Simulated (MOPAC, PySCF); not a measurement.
Stepwise substitution at one centre (B OH-SH). Isolated molecules, 0 K electronic values unless said otherwise. One relaxed conformer stands for each flexible species; it need not be the lowest. Strings in code marks are SMILES.

Quantity: vertical ionisation energy (energy after one electron is removed minus that of the parent at the parent's geometry), in eV.

Level 1: B3LYP/6-31G* // PBE-D3(BJ)/def2-TZVP (PySCF)
Level 2: minus the HOMO energy of PM6 // PBE-D3(BJ)/def2-TZVP (MOPAC)
Level 3: minus the HOMO energy of PM7 // PBE-D3(BJ)/def2-TZVP (MOPAC)
Level 4: minus the HOMO energy of SVWN5/6-31G* // PBE-D3(BJ)/def2-TZVP (PySCF)

```tsv
species	level 2	level 3	level 4
`OB(O)O`	12.05	11.61	6.92
`OB(O)S`	9.29	9.01	5.94
`SB(S)S`	9.40	9.27	6.34
```

What does level 1 give for each, and how far do the other levels lie from it on average?


- `OB(O)O`: 11.37
- `OB(O)S`: 9.68
- `SB(S)S`: 9.44
Mean absolute difference from level 1, which has limits of its own, over these rows (drawn at random from the members that have all these levels): level 2 0.373 eV, level 3 0.360 eV, level 4 3.76 eV.
